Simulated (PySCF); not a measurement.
## A survey of 17O NMR shifts

No solvent model, one averaged value for each set of equivalent atoms, non-relativistic, one computed conformer. PBE0/pcSseg-1 with gauge-including orbitals; structure optimised with GFN2-xTB; PySCF.

Shieldings were converted by a linear fit to measured shifts: 17O (scatter 10.7 ppm rms, 12.2 ppm with the 3 outliers that the fit left out vs liquid water, solution or neat liquid). Occasional misses reach two or three times the rms, and more in compound classes unlike the fitted ones.

Q: Give the 17O shifts of `C[S@](=O)/C(F)=C\Cl`, `CN[Si@@H]1CC[Si@H](OC)N1`, `CN[Si@@H]1CC[Si@@H](OC)N1`, `C=C[Si@](N)(O[SiH3])N(C)C`.

A: 
```tsv
compound	environment	δ (ppm)
C[S@](=O)/C(F)=C\Cl	S=O oxygen	14.7
CN[Si@@H]1CC[Si@H](OC)N1	oxygen bonded to C, Si	-20.0
CN[Si@@H]1CC[Si@@H](OC)N1	oxygen bonded to C, Si	-6.0
C=C[Si@](N)(O[SiH3])N(C)C	oxygen bonded to 2 Si	-7.8
```

Q: Match the shifts 21.4, -9.5, -43.1 ppm to `CO[SiH2][C@@H]1C[Si@H]1C#N`, `C=N[C@@H](C)[Si@](C)(O)[SiH2]N`, `C[C@@H]1CN[Si@@](O)(C[SiH3])N1`.

A: 21.4: C[C@@H]1CN[Si@@](O)(C[SiH3])N1 (oxygen bonded to Si, H); -9.5: C=N[C@@H](C)[Si@](C)(O)[SiH2]N (oxygen bonded to Si, H); -43.1: CO[SiH2][C@@H]1C[Si@H]1C#N (oxygen bonded to C, Si).
